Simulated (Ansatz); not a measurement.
The cluster K₃I₂, 5 atoms. Hardware: 4 threads of Arm Neoverse V2 on a shared host.

In the def2 sets I takes a core potential; there is no spin–orbit coupling. Correlated methods freeze 23 core orbitals; core or outer-core shells of K, I are correlated, in sets that lack core-valence functions.

(1) How many basis functions does each of these Ansatz runs have, and roughly what does it cost? B97M-V/def2-TZVP, charge 0 doublet, energy, from earlier orbitals; PBE0-D4/def2-TZVP, charge 0 doublet, energy, from earlier orbitals; PBE-D4/def2-SVP, charge 0 doublet, energy with a search over starts; CCSD(T)/def2-SVP, charge 0 doublet, energy, from earlier orbitals; PBE-D4/def2-SVP, charge 0 doublet, energy, from earlier orbitals; B3LYP-D4/def2-SVP, charge 0 doublet, relaxation, 15 steps; LDA (SPW92)/def2-TZVP, charge 0 doublet, energy, from earlier orbitals; MP2/def2-TZVP, charge 0 doublet, energy, from earlier orbitals; r2SCAN-D4/def2-TZVP, charge 0 doublet, energy, from earlier orbitals; PBE-QIDH/def2-TZVP, charge 0 doublet, energy, from earlier orbitals; PBE-D4/def2-TZVP, charge 0 doublet, energy and forces, from earlier orbitals; PBE0-D4/def2-SVP, charge 0 doublet, energy, from earlier orbitals.

Results:

(1) Other jobs shared the machine, so times can vary by a factor of up to 3. A dash marks memory too small to be measured apart from the calling script's.

| run | functions | fitting or Cholesky vectors | wall time | peak host memory (GiB) |
| --- | --- | --- | --- | --- |
| LDA (SPW92)/def2-TZVP, charge 0 doublet, energy, from earlier orbitals | 199 | 1709 | 3.2 s | – |
| PBE-D4/def2-SVP, charge 0 doublet, energy, from earlier orbitals | 124 | 1460 | 4.1 s | – |
| PBE0-D4/def2-SVP, charge 0 doublet, energy, from earlier orbitals | 124 | 1352 | 7 s | 0.57 |
| PBE-D4/def2-SVP, charge 0 doublet, energy with a search over starts | 124 | 1460 | 7.5 s | – |
| PBE-D4/def2-TZVP, charge 0 doublet, energy and forces, from earlier orbitals | 199 | 1709 | 7.5 s | – |
| MP2/def2-TZVP, charge 0 doublet, energy, from earlier orbitals | 199 | 1932 | 9.5 s | 0.8 |
| PBE0-D4/def2-TZVP, charge 0 doublet, energy, from earlier orbitals | 199 | 1932 | 14 s | 0.97 |
| PBE-QIDH/def2-TZVP, charge 0 doublet, energy, from earlier orbitals | 199 | 1932 | 20 s | 0.94 |
| r2SCAN-D4/def2-TZVP, charge 0 doublet, energy, from earlier orbitals | 199 | 1709 | 20 s | 0.56 |
| B97M-V/def2-TZVP, charge 0 doublet, energy, from earlier orbitals | 199 | 1709 | 39 s | 0.91 |
| B3LYP-D4/def2-SVP, charge 0 doublet, relaxation, 15 steps | 124 | 1506 | 77 s | – |
| CCSD(T)/def2-SVP, charge 0 doublet, energy, from earlier orbitals | 124 | 1352 | 89 s | 2.1 |
